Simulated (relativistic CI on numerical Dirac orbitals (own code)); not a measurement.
**Electric-dipole transitions in Pt43+**

Computed by Dirac-Coulomb-Breit CI, separate exchange-only KLI orbitals for each configuration, QED by a radiative potential, unscaled Slater integrals (own radial code, finite nucleus).

Configuration list (outside the closed core [Ar] 3d10): 4s2 4p5, 4s 4p6, 4s2 4p4 4d, 4s 4p5 4d, 4s2 4p4 4f, 4s 4p5 4f, 4p6 4d, 4s 4p4 4d2, 4s2 4p3 4d 4f, 4p6 4f, 4p5 4d 4f, 4s 4p4 4f2, 4s2 4p4 5s, 4p6 5s, 4s2 4p4 5p, 4s 4p4 4d 5s, 4s2 4p3 4f 5s, 4s 4p5 5s, 4s2 4p4 5d, 4s 4p5 5p, 4s2 4p4 5f, 4s2 4p4 5g, 4s 4p5 5d, 4p5 4f 5s, 4s 4p5 5f, 4s2 4p4 6s, 4s 4p5 5g, 4s2 4p3 4d2, 4s2 4p2 4d3, 4s 4p3 4d3, 4s2 4p2 4d2 4f, 4s 4p3 4d2 4f, 4s2 4p2 4d2 5s, 4p5 4d2, 4p4 4d3, 4p4 4d2 4f, 4p4 4d2 5s, 4p5 4d 5s, 4p4 4d 4f 5s, 4p4 4d 5s2, 4s2 4p3 5s2, 4s2 4p2 4d 5s2, 4s 4p3 4d 5s2, 4s2 4p2 4f 5s2, 4s 4p3 4f 5s2. Double excitations out of closed p, d and f shells are left out; levels of such configurations are missing from the list, as are those of other unlisted configurations, and high levels can miss mixing partners. These lack a partner that the ground configuration has and come out too high: 4s2 4p4 5p, 4s 4p5 5s, 4s2 4p4 5d, 4s 4p5 5p, 4s2 4p4 5f.

```
λ vac (Å)                   Lower                       Upper   A (s⁻¹)  log gf  S velocity/length
   38.616   4s2 4p4 4d 4D_5/2 [4]   4s2 4p3 4d2 4F°_7/2 [108]  6.60e+11    0.07               0.98
   38.645   4s2 4p4 4d 2D_3/2 [7]   4s2 4p3 4d2 2D°_3/2 [118]  2.48e+12    0.35               0.98
   38.768   4s2 4p4 4d 4D_3/2 [3]   4s2 4p3 4d2 4P°_1/2 [104]  3.20e+12    0.16               0.98
   38.799   4s2 4p4 4d 4D_5/2 [4]   4s2 4p3 4d2 4D°_3/2 [107]  2.20e+12    0.30               0.98
   38.917   4s2 4p4 4d 2F_7/2 [6]   4s2 4p3 4d2 4D°_5/2 [109]  2.34e+12    0.50               0.97
   38.933   4s2 4p4 4d 2F_7/2 [6]   4s2 4p3 4d2 4F°_7/2 [108]  3.05e+12    0.74               0.98
   38.939  4s2 4p4 4d 2D_5/2 [13]   4s2 4p3 4d2 2P°_3/2 [164]  2.41e+12    0.34               0.95
   39.137   4s2 4p4 4d 4F_9/2 [9]   4s2 4p3 4d2 4D°_7/2 [136]  2.80e+12    0.71               0.96
   39.214   4s2 4p4 4d 2F_7/2 [8]   4s2 4p3 4d2 2F°_7/2 [131]  9.32e+11    0.24               0.99
   39.270   4s2 4p4 4d 4F_9/2 [9]  4s2 4p3 4d2 4G°_11/2 [134]  1.63e+12    0.66               1.01
   39.297   4s2 4p4 4d 2F_7/2 [8]   4s2 4p3 4d2 4P°_5/2 [129]  2.80e+12    0.59               0.96
   39.345  4s2 4p4 4d 2D_5/2 [11]   4s2 4p3 4d2 2P°_3/2 [154]  2.25e+12    0.32               0.96
   39.486   4s2 4p4 4d 4F_9/2 [9]   4s2 4p3 4d2 4F°_9/2 [128]  1.53e+12    0.55               0.98
   39.487  4s2 4p4 4d 2D_5/2 [11]   4s2 4p3 4d2 2D°_5/2 [153]  2.17e+12    0.48               0.98
   39.524  4s2 4p4 4d 2P_1/2 [10]   4s2 4p3 4d2 2D°_3/2 [132]  2.08e+12    0.29               0.99
   39.600   4s2 4p4 4d 2F_7/2 [8]   4s2 4p3 4d2 2G°_9/2 [126]  2.02e+12    0.68               1.00
   39.664   4s2 4p4 4d 2F_7/2 [8]   4s2 4p3 4d2 4D°_7/2 [125]  1.36e+12    0.41               0.98
   39.671  4s2 4p4 4d 2D_5/2 [13]   4s2 4p3 4d2 2F°_5/2 [158]  1.55e+12    0.34               0.97
   39.766     4s2 4p5 2P°_3/2 [1]      4s2 4p4 4d 2S_1/2 [22]  3.45e+12    0.21               1.01
   39.832     4s2 4p5 2P°_3/2 [1]      4s2 4p4 4d 2D_5/2 [21]  2.59e+12    0.57               1.02
   39.854     4s2 4p5 2P°_3/2 [1]      4s2 4p4 4d 2P_3/2 [20]  2.23e+12    0.33               1.01
   40.051  4s2 4p4 4d 2G_9/2 [25]  4s2 4p3 4d2 2H°_11/2 [344]  1.74e+12    0.70               1.00
   40.115  4s2 4p4 4d 2F_7/2 [27]   4s2 4p3 4d2 2G°_9/2 [364]  1.57e+12    0.58               1.00
   40.182   4s2 4p4 4d 4F_9/2 [9]  4s2 4p3 4d2 4G°_11/2 [122]  7.06e+11    0.31               1.00
   40.262     4s2 4p5 2P°_1/2 [2]      4s2 4p4 4d 2D_3/2 [79]  2.03e+12    0.30               1.02
   40.738  4s2 4p4 4d 2D_5/2 [21]   4s2 4p3 4d2 2G°_7/2 [313]  2.54e+12    0.70               0.99
   41.672   4s2 4p4 4d 2F_7/2 [6]    4s2 4p3 4d2 2G°_9/2 [92]  8.45e+11    0.34               1.00
   41.871   4s2 4p4 4d 4D_3/2 [3]    4s2 4p3 4d2 4G°_5/2 [88]  7.51e+11    0.07               1.00
   41.879   4s2 4p4 4d 4D_5/2 [4]    4s2 4p3 4d2 4G°_7/2 [90]  9.23e+11    0.29               1.00
   49.420   4s2 4p4 4d 4D_5/2 [4]      4s 4p5 4d 4D°_5/2 [70]  5.61e+11    0.09               0.97
   49.674   4s2 4p4 4d 4D_5/2 [4]      4s 4p5 4d 4F°_7/2 [68]  6.52e+11    0.29               0.99
   50.200   4s2 4p4 4d 2F_7/2 [6]      4s 4p5 4d 4F°_7/2 [68]  4.99e+11    0.18               0.97
   50.572  4s2 4p4 4d 2G_7/2 [18]    4s2 4p4 4f 2H°_9/2 [171]  1.63e+12    0.80               0.99
   50.834  4s2 4p4 4d 4F_5/2 [17]    4s2 4p4 4f 4G°_7/2 [168]  8.25e+11    0.41               0.99
   51.100   4s2 4p4 4d 2F_7/2 [6]     4s2 4p4 4f 2G°_9/2 [66]  6.74e+11    0.42               0.99
   52.223   4s2 4p4 4d 2F_7/2 [6]    4s2 4p3 4d2 4F°_9/2 [62]  5.44e+11    0.35               0.98
   52.443   4s2 4p4 4d 4F_9/2 [9]      4s 4p5 4d 4F°_9/2 [78]  5.32e+11    0.34               0.96
   52.529  4s2 4p4 4d 2D_5/2 [21]   4s2 4p3 4d2 2F°_7/2 [189]  1.22e+12    0.60               0.99
   55.419     4s2 4p5 2P°_1/2 [2]      4s2 4p4 4d 2P_1/2 [33]  1.53e+12    0.15               1.02
   55.946  4s2 4p4 4d 2G_9/2 [25]   4s2 4p4 4f 2H°_11/2 [175]  7.63e+11    0.63               0.99
   56.687   4s2 4p4 4d 4F_9/2 [9]    4s2 4p4 4f 4G°_11/2 [65]  5.56e+11    0.51               0.98
   56.949     4s2 4p5 2P°_1/2 [2]      4s2 4p4 4d 2D_3/2 [32]  8.91e+11    0.24               1.02
   57.731     4s2 4p5 2P°_3/2 [1]      4s2 4p4 4d 2D_5/2 [13]  7.45e+11    0.35               1.03
   58.031  4s2 4p4 4d 2D_5/2 [13]      4s 4p5 4d 2F°_7/2 [77]  5.49e+11    0.35               0.99
   58.667     4s2 4p5 2P°_3/2 [1]      4s2 4p4 4d 2D_3/2 [12]  5.32e+11    0.04               1.01
```

Terms are leading LS components. Brackets give the number of a level in order of energy, since labels repeat. The list gives strong lines, with weight on those to low levels, among the lowest 400 of 9444 levels, so that lines to higher ones, which can be the strongest, are missing. Levels whose partners in the same complex of configurations lie outside the list can be far off, and so can their lines. Rates are taken at the computed energies, electric ones in the length gauge. A velocity-to-length ratio far from 1 marks an uncertain rate.

At this charge energies of transitions that change n are usually good to better than 1 %, and those within a shell (Δn = 0) to a few per cent.

LS names give the leading component of a level, which can be under half, so a name can repeat, a term be missing and a line seem to break the LS rules.
